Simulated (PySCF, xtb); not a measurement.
Hf(NH2)3(Me) (CH₉HfN₃), SMILES [CH3][Hf]([NH2])([NH2])[NH2], multiplicity 1. Other conformers were not sampled.

Harmonic wavenumbers (cm⁻¹) from xtb with GFN2-xTB at its own minimum, in rising order: 43, 56, 66, 72, 80, 96, 105, 123, 139, 299, 340, 361, 387, 422, 424, 435, 449, 455, 466, 489, 495, 1248, 1508, 1509, 1541, 1544, 1546, 2886, 2908, 2921, 3288, 3297, 3299, 3301, 3313, 3314.

**Question.** What does PBE0-D3(BJ)/def2-SVP (PySCF 2.14.0) give at its own minimum? (An estimate is asked for; the answer gives what the named calculation found.)

**Answer.** 120, 130, 130, 144, 144, 148, 216, 216, 287, 426, 452, 452, 469, 481, 481, 503, 523, 523, 628, 628, 634, 1176, 1409, 1409, 1508, 1508, 1509, 3014, 3111, 3111, 3563, 3563, 3565, 3659, 3659, 3659. Paired by order, the mean absolute difference is 130 cm⁻¹ and the zero-point energies are 61.8 and 67.4 kcal/mol.
